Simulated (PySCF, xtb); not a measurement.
BH4O4, SMILES O[B-](O)(O)O, charge -1.

GFN2-xTB (xtb) at its own geometry gives an orbital gap of 13.29 eV.

The structure is a stationary point at PBE0-D3(BJ)/def2-SVPD. The values are those of a single conformer.

Question: What does PySCF with PBE/def2-SVPD give? (The exact figures need the calculation; the answer reports its results.)

Answer: gap 4.23 eV (levels -0.68 and 3.55 eV).
